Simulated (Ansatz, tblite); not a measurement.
Forces on dimethylphenylsulfonium dicyanamide, `C[S+](C)c1ccccc1.N#C[N-]C#N` at its PBE-D4/def2-SVP geometry. Charge 0, multiplicity 1.

The xTB rows come from tblite. In the singlet geometry the species has come apart into loosely held pieces.

GFN2-xTB (tblite), largest force 3.39 eV/Å:

```xyz
25
positions Å, forces eV/Å
C     0.334    0.322    2.316   -0.022   -0.110    0.058
S     0.028    1.161    0.731    0.717    0.059   -0.056
C    -1.613    1.907    1.110   -0.359    0.068    0.113
C    -0.449   -0.146   -0.401   -0.252   -0.482   -0.336
C     0.007   -0.013   -1.723   -0.178   -0.408   -0.013
C    -0.323   -1.014   -2.650    0.001   -0.025    0.239
C    -1.095   -2.116   -2.257    0.061    0.178    0.229
C    -1.544   -2.232   -0.929    0.170    0.216   -0.117
C    -1.222   -1.247    0.012    0.136    0.011   -0.412
H     1.038   -0.496    2.080   -0.428    0.400    0.274
H     0.848    1.070    2.949   -0.331   -0.506   -0.289
H    -0.614   -0.034    2.759    0.630    0.196   -0.168
H    -1.448    2.657    1.907   -0.153   -0.495   -0.508
H    -1.953    2.412    0.187    0.151   -0.311    0.596
H    -2.344    1.139    1.426    0.427    0.520   -0.207
H     0.647    0.826   -2.025   -0.475   -0.496    0.259
H     0.057   -0.932   -3.678   -0.278   -0.067    0.649
H    -1.343   -2.901   -2.987    0.150    0.497    0.469
H    -2.143   -3.102   -0.620    0.376    0.544   -0.205
H    -1.566   -1.350    1.052    0.226    0.085   -0.649
N     3.094    2.147    2.059   -0.409   -2.315   -2.419
C     2.960    1.338    1.200   -0.096    0.949    1.258
N     2.593    0.366    0.388    0.459    1.299   -0.618
C     2.939    0.231   -0.876    0.005   -0.395   -1.446
N     3.112    0.007   -2.029   -0.527    0.589    3.300
```

PBE-D4/def2-TZVP (Ansatz), largest force 0.81 eV/Å:

```
C 0.080 -0.025 0.014
S -0.319 -0.130 0.047
C -0.044 0.027 0.006
C -0.031 -0.096 -0.066
C -0.049 -0.046 0.031
C -0.023 -0.022 0.027
C 0.025 0.058 0.030
C 0.024 0.031 0.008
C 0.019 0.012 -0.084
H -0.220 0.209 0.104
H -0.181 -0.210 -0.142
H 0.274 0.104 -0.129
H -0.041 -0.209 -0.209
H 0.091 -0.141 0.249
H 0.221 0.214 -0.088
H -0.184 -0.242 0.115
H -0.112 -0.029 0.297
H 0.073 0.223 0.207
H 0.174 0.250 -0.092
H 0.108 0.043 -0.290
N -0.079 -0.513 -0.547
C 0.023 0.309 0.257
N 0.156 0.062 -0.012
C 0.102 -0.018 -0.525
N -0.085 0.141 0.791
```

PBE0-D4/def2-TZVP (Ansatz), largest force 2.47 eV/Å:

```
C 0.141 0.009 -0.085
S -0.836 -0.369 0.244
C 0.125 -0.004 -0.063
C -0.033 -0.194 -0.214
C -0.177 -0.231 0.156
C -0.091 -0.054 0.214
C 0.093 0.234 0.172
C 0.133 0.209 -0.015
C 0.093 0.030 -0.300
H -0.376 0.394 0.148
H -0.300 -0.372 -0.289
H 0.481 0.193 -0.251
H -0.067 -0.382 -0.387
H 0.167 -0.257 0.454
H 0.413 0.371 -0.167
H -0.333 -0.445 0.194
H -0.208 -0.052 0.547
H 0.135 0.414 0.384
H 0.321 0.463 -0.169
H 0.194 0.069 -0.541
N -0.261 -1.608 -1.734
C 0.094 1.019 1.032
N 0.339 0.308 -0.092
C 0.270 -0.225 -1.644
N -0.315 0.478 2.405
```
